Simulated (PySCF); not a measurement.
**Spinor energies of Hf²⁺ (hafnium, charge +2)**

Start: [Xe] 4f14 5d2; 5d3/2 filled at m_j = +1/2, +3/2. Calculated with PySCF 2.14 in x2c-QZVPPall-2c (16s16p12d6f2g, 184 functions): generalised Hartree-Fock with the X2C-1e Hamiltonian and a Gaussian nucleus; one run each with spin-orbit coupling (SO) switched off, then screened by Boettger's factors.

| spinor shell | electrons | ε, spin-free (eV) | ε, screened SO (eV) | weight of nominal j (screened SO) | rms radius, screened SO (bohr) |
| --- | --- | --- | --- | --- | --- |
| 1s1/2 | 2 | -65706.9 | -65689.0 | 1.000 | 0.0215 |
| 2s1/2 | 2 | -11386.9 | -11381.4 | 1.000 | 0.0869 |
| 2p1/2 | 2 | -10001.4 | -10851.0 | 1.000 | 0.0740 |
| 2p3/2 | 4 | -10001.4 | -9653.3 | 1.000 | 0.0812 |
| 3s1/2 | 2 | -2665.6 | -2663.9 | 1.000 | 0.222 |
| 3p1/2 | 2 | -2244.2 | -2428.8 | 1.000 | 0.214 |
| 3d3/2 | 4 | -1740.8 | -1774.1 | 1.000 | 0.202 |
| 3d5/2 | 6 | -1740.8 | -1717.4 | 1.000 | 0.206 |
| 4s1/2 | 2 | -579.30 | -578.85 | 1.000 | 0.498 |
| 4p1/2 | 2 | -438.51 | -481.27 | 1.000 | 0.508 |
| 4p3/2 | 4 | -438.51 | -420.74 | 1.000 | 0.541 |
| 4d3/2 | 4 | -253.06 | -259.88 | 1.000 | 0.571 |
| 4d5/2 | 6 | -253.06 | -248.24 | 1.000 | 0.583 |
| 5s1/2 | 2 | -94.856 | -94.834 | 1.000 | 1.23 |
| 5p1/2 | 2 | -58.418 | -65.350 | 0.989 | 1.37 |
| 5p3/2 | 4 | -58.418 | -55.499 | 0.994 | 1.47 |
| 4f5/2 | 6 | -45.962 | -46.995 | 0.999 | 0.743 |
| 4f7/2 | 8 | -45.962 | -44.946 | 1.000 | 0.748 |
| 5d3/2 | 2 | -21.999 | -22.181 | 0.916 | 2.28 |

Where does 3p3/2 lie, and what is the 3p spin-orbit splitting (screened SO)?

At -2167.5 eV, 261.38 eV above 3p1/2.

```json
{"quantity": "E (hartree)", "spin-free": "-15066.40035", "screened SO": "-15082.31359"}
{"quantity": "M_J", "spin-free": "2", "screened SO": "2"}
{"quantity": "⟨J²⟩", "spin-free": "8.011", "screened SO": "6.308"}
{"quantity": "⟨L²⟩", "spin-free": "12.008", "screened SO": "10.868"}
{"quantity": "⟨S²⟩", "spin-free": "2.003", "screened SO": "1.789"}
```

The determinant has a definite M_J but mixes levels of different J.

Each row is a mean over spinors that exchange with the open shell spreads, by up to 2.997 eV (5p1/2).

Breit and QED terms are absent; they matter most for the inner s and p1/2 levels.

Densities and radii are taken from the X2C orbitals without a picture-change correction, which distorts them close to the nucleus.

Without spin-orbit coupling the j labels of p, d and f shells carry no meaning; the spin-free column gives the mean over the occupied spinors of each nl shell, and its ⟨J²⟩ belongs to a mixture of degenerate components.
